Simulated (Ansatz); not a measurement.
Born–Oppenheimer molecular dynamics of C3H13NSi2 (19 atoms, charge 0, multiplicity 1). It starts from a relaxed structure.

Level of theory: Ansatz, RKS LDA/STO-3G.

```json
{
  "ensemble": "NVT, Nosé–Hoover chain",
  "time step": "0.25 fs",
  "steps asked": "250",
  "set temperature": "300 K",
  "thermostat": "time constant 100 fs, chain length 3",
  "seed": "15585"
}
```

First frame:

```xyz
19
Properties=species:S:1:pos:R:3
Si 0.074 -0.051 0.000
N 0.172 -0.442 1.732
C -1.155 -0.601 2.376
H -1.752 -1.336 1.806
H -1.021 -0.983 3.407
H -1.745 0.344 2.447
C 0.996 0.507 2.521
H 1.123 0.118 3.550
H 1.995 0.599 2.057
H 0.558 1.531 2.605
C 1.814 -0.094 -0.680
H 2.310 -1.034 -0.407
H 1.804 -0.020 -1.776
H 2.421 0.736 -0.294
Si -0.912 1.927 -0.460
H -2.299 1.948 -0.036
H -0.240 3.030 0.200
H -0.890 2.197 -1.886
H -0.711 -1.128 -0.581
```

Problem. How far do the bonds stretch over the last three quarters of this one trajectory? (Pairs bonded in most of those frames.)

Solution. 
| bond | mean (Å) | spread (Å) | shortest | longest |
| --- | --- | --- | --- | --- |
| Si1–N2 | 1.784 | 0.018 | 1.75 | 1.80 |
| Si1–C11 | 1.869 | 0.024 | 1.83 | 1.91 |
| Si1–Si15 | 2.266 | 0.010 | 2.26 | 2.28 |
| Si1–H19 | 1.455 | 0.022 | 1.42 | 1.49 |
| N2–C3 | 1.481 | 0.028 | 1.43 | 1.52 |
| N2–C7 | 1.482 | 0.031 | 1.44 | 1.53 |
| C3–H4 | 1.107 | 0.011 | 1.09 | 1.12 |
| C3–H5 | 1.110 | 0.016 | 1.09 | 1.13 |
| C3–H6 | 1.116 | 0.009 | 1.10 | 1.13 |
| C7–H8 | 1.110 | 0.015 | 1.08 | 1.13 |
| C7–H9 | 1.107 | 0.016 | 1.08 | 1.13 |
| C7–H10 | 1.118 | 0.009 | 1.10 | 1.13 |
| C11–H12 | 1.100 | 0.027 | 1.06 | 1.14 |
| C11–H13 | 1.098 | 0.015 | 1.07 | 1.12 |
| C11–H14 | 1.098 | 0.018 | 1.06 | 1.13 |
| Si15–H16 | 1.458 | 0.038 | 1.40 | 1.51 |
| Si15–H17 | 1.453 | 0.017 | 1.43 | 1.48 |
| Si15–H18 | 1.455 | 0.044 | 1.39 | 1.52 |

Mean temperature of the second half: 159 K. The conserved energy stayed within 0.054 meV per atom of its start (net change 0.028 meV per atom), so the integration is sound. The mean temperature of the second half is 47 % below the set value. A run of 0.062 ps of so small a system gives no equilibrium averages. Limits of this set-up: minimal basis.

Run time: 24 min on 1 thread of Arm Neoverse N1 (shared host), peak memory 0.11 GiB.
